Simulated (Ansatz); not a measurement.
`C[SiH2][AlH][F]` + `[CH3][AlH][SiH2][SnH3]` → `C[SiH2][AlH][SnH3]` + `[CH3][AlH][SiH2]F`  (redistribution)

Calculated with Ansatz (gas phase, PBE0-D4/def2-TZVP geometries, no zero-point term in ΔE). CCSD(T)/CBS adds triple-zeta CCSD(T) − MP2 to the extrapolated MP2 energy (def2 sets, frozen cores). DFT in def2-TZVPP. B3LYP here is the variant with VWN-RPA as its local correlation; programs differ in this. Elements past krypton have def2 core potentials. For Sn outer-core shells are correlated without core-valence functions, which leaves a few kJ/mol of doubt a bond. One conformer a species, not always the lowest.

```json
{"level": "PBE-D4", "ΔE (kJ/mol)": "65.2", "difference from CCSD(T)/CBS": "-0.5"}
{"level": "r2SCAN-D4", "ΔE (kJ/mol)": "66.2", "difference from CCSD(T)/CBS": "0.5"}
{"level": "PBE0-D4", "ΔE (kJ/mol)": "63.8", "difference from CCSD(T)/CBS": "-1.9"}
{"level": "B3LYP-D4", "ΔE (kJ/mol)": "62.7", "difference from CCSD(T)/CBS": "-3.0"}
{"level": "ωB97X-V", "ΔE (kJ/mol)": "63.9", "difference from CCSD(T)/CBS": "-1.8"}
{"level": "ωB97M-V", "ΔE (kJ/mol)": "64.8", "difference from CCSD(T)/CBS": "-0.9"}
{"level": "B2PLYP", "ΔE (kJ/mol)": "65.0", "difference from CCSD(T)/CBS": "-0.7"}
{"level": "PBE", "ΔE (kJ/mol)": "65.0", "difference from CCSD(T)/CBS": "-0.7"}
{"level": "r2SCAN", "ΔE (kJ/mol)": "66.3", "difference from CCSD(T)/CBS": "0.6"}
{"level": "PBE0", "ΔE (kJ/mol)": "63.8", "difference from CCSD(T)/CBS": "-1.9"}
{"level": "B3LYP", "ΔE (kJ/mol)": "62.2", "difference from CCSD(T)/CBS": "-3.5"}
{"level": "HF/def2-TZVPP", "ΔE (kJ/mol)": "53.0", "difference from CCSD(T)/CBS": "-12.7"}
{"level": "MP2/def2-TZVPP", "ΔE (kJ/mol)": "69.6", "difference from CCSD(T)/CBS": "3.9"}
{"level": "SCS-MP2/def2-TZVPP", "ΔE (kJ/mol)": "65.2", "difference from CCSD(T)/CBS": "-0.5"}
{"level": "CCSD/def2-TZVPP", "ΔE (kJ/mol)": "63.8", "difference from CCSD(T)/CBS": "-1.9"}
{"level": "CCSD(T)/def2-TZVPP", "ΔE (kJ/mol)": "65.9", "difference from CCSD(T)/CBS": "0.2"}
{"level": "HF/def2-QZVPP", "ΔE (kJ/mol)": "53.4", "difference from CCSD(T)/CBS": "-12.3"}
{"level": "MP2/def2-QZVPP", "ΔE (kJ/mol)": "69.6", "difference from CCSD(T)/CBS": "3.9"}
{"level": "SCS-MP2/def2-QZVPP", "ΔE (kJ/mol)": "65.4", "difference from CCSD(T)/CBS": "-0.3"}
{"level": "HF/CBS(def2)", "ΔE (kJ/mol)": "53.5", "difference from CCSD(T)/CBS": "-12.2"}
{"level": "MP2/CBS(def2)", "ΔE (kJ/mol)": "69.4", "difference from CCSD(T)/CBS": "3.7"}
{"level": "CCSD/CBS(def2)", "ΔE (kJ/mol)": "63.6", "difference from CCSD(T)/CBS": "-2.1"}
{"level": "CCSD(T)/CBS", "ΔE (kJ/mol)": "65.7", "difference from CCSD(T)/CBS": "0"}
```

Largest T1 diagnostic among the species: 0.013.

In def2-TZVPP, CCSD(T) changes the Hartree–Fock value by +12.9 kJ/mol (the triples alone add +2.1 kJ/mol) and MP2 by +16.6 kJ/mol.
